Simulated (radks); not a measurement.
The lanthanum anion La- inside a hard spherical wall (all orbitals vanish at R), configuration held at [Xe] 5d2 6s2 and not refilled when levels cross. Method: scalar-relativistic Kohn-Sham, LDA (Slater exchange, Perdew-Wang correlation), spin-polarised, spherical densities, finite nucleus; open shells are filled with parallel spins first (spin-orbit coupling, left out, can overturn this in heavy ions); Fermi nuclear charge, rms radius 4.855 fm; computed with a radial shooting solver on a logarithmic mesh with Libxc functionals. Eigenvalues in eV for spin up, with the zero of energy where the potential of the charges vanishes at infinity; a dash marks a level that is unbound or too diffuse for the functional's potential to be trusted. A positive occupied level is held by the wall or, in an anion where self-interaction has pushed it up, behind a barrier. The pressure on the wall is -dE/dV.

R (bohr),E (hartree),kinetic (hartree),e(5s),e(5p),e(6s),e(5d),"e(6p, empty)","e(7s, empty)",pressure (GPa)
12,-8486.5260,8973.763,-33.041,-16.610,0.545,1.864,2.411,4.384,0.0598
10,-8486.5118,8973.828,-32.416,-15.996,1.014,2.391,3.142,6.609,0.289
8,-8486.4602,8974.032,-31.000,-14.624,2.222,3.593,4.923,11.679,1.74
3.5,-8483.2178,8985.243,-12.873,3.054,40.009,25.107,52.859,117.93,803
3,-8479.9941,8996.000,-3.365,13.485,68.797,39.061,85.821,182.40,2470
2.5,-8472.2416,9020.174,15.179,34.818,127.57,67.238,150.58,303.54,9000
